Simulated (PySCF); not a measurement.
**Static response to an electric field**

Species: C₄H₁₃BO₂Si.
Structure used (PBE0-D3(BJ)/def2-SVP), in Å, numbered top down from 1:
```xyz
21
C4H13BO2Si angstrom
C     -0.867    0.253   -1.370
C     -0.810    0.276    0.160
C     -0.998    1.709    0.667
C     -1.897   -0.632    0.739
Si     0.906   -0.349    0.723
B      2.448    0.740   -0.051
O      3.738    0.301   -0.129
O      2.183    1.988   -0.521
H     -1.852    0.610   -1.722
H     -0.100    0.907   -1.813
H     -0.724   -0.764   -1.771
H     -1.980    2.100    0.348
H     -0.965    1.758    1.768
H     -0.221    2.383    0.274
H     -2.897   -0.276    0.433
H     -1.793   -1.672    0.389
H     -1.875   -0.645    1.841
H      0.975   -0.322    2.225
H      1.074   -1.792    0.329
H      3.858   -0.596    0.193
H      2.980    2.413   -0.864
```

Level: PBE0/def2-SVPD (PySCF), static field, nuclei fixed, core orbitals frozen in the response. The polarisability tensor in these axes (au):

```
x   114.26  -0.05  -1.09
y    -0.05  98.14  -4.60
z    -1.09  -4.60  91.88
```

Q: What are the eigenvalues, a third of the trace, and Δα (Δα² = ½Σ(αi − αj)² over the three pairs)?

A: Principal values 89.40, 100.56 and 114.31 au; mean 101.42 au = 15.03 Å³ = 16.72 × 10⁻⁴⁰ C²·m²/J; Δα = 21.61 au (21 % of the mean).

Q: What is the dipole moment, and where does it point?

A: (0.84, -0.30, -0.30) D, 0.94 D in size, pointing from the negative to the positive side. Measured along this direction, the outermost atoms are H15 and H12 at the negative end and H20 at the positive end.

Q: Sum over states: ᾱ = Σ f/ω², ω in Eh. What share falls to these 10 lowest TDDFT singlets (eV, f)? 6.22, 0.0135; 6.70, 0.0959; 6.89, 0.0321; 6.95, 0.0057; 7.30, 0.0667; 7.51, 0.0453; 7.64, 0.0232; 7.84, 0.0313; 7.95, 0.1315; 8.08, 0.0016.

A: They add up to 6.18 au, 6.1 % of the 101.42 au; the largest single term is 1.58 au, from the state at 6.70 eV. Terms in order: 0.26, 1.58, 0.50, 0.09, 0.93, 0.60, 0.29, 0.38, 1.54, 0.02 au. Higher excitations give the rest. The strengths listed sum to 0.447.

Q: What depolarisation ratio follows for Rayleigh scattering of linearly polarised light, taking the static tensor?

A: ρ = 3Δα²/(45ᾱ² + 4Δα²) = 1401.2/(462900 + 1868.3) = 0.00301.

Q: Estimate the molar refractivity from the static electronic polarisability.

A: Lorentz–Lorenz: R = (4π/3)N_A α = 2.5225 cm³/(mol·Å³) × 15.03 Å³ = 37.9 cm³/mol, in the limit of long wavelengths.

The structure is a single PBE0-D3(BJ)/def2-SVP conformer in the gas phase; no vibrational or solvent corrections.
